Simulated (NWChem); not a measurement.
BSi2H6Cl; SMILES B([SiH3])([SiH3])Cl

**Question.** Give the equilibrium geometry at PBE-D3(BJ)/def2-SVP (NWChem) as a list of bonds and angles, with the point group.

**Answer.** point group C2; any orientation.
Bonds (Å): B1–Cl2 1.762, B1–Si3 2.028, B1–Si7 2.028, Si3–H4 1.507, Si3–H5 1.512, Si3–H6 1.506, Si7–H8 1.507, Si7–H9 1.512, Si7–H10 1.506. Angles (°): Cl2–B1–Si3 119.0, Cl2–B1–Si7 119.0, Si3–B1–Si7 122.1, B1–Si3–H4 111.6, B1–Si3–H5 106.7, B1–Si3–H6 113.7, H4–Si3–H5 107.0, H4–Si3–H6 109.3, H5–Si3–H6 108.2, B1–Si7–H8 111.6, B1–Si7–H9 106.7, B1–Si7–H10 113.7, H8–Si7–H9 107.0, H8–Si7–H10 109.3, H9–Si7–H10 108.2.
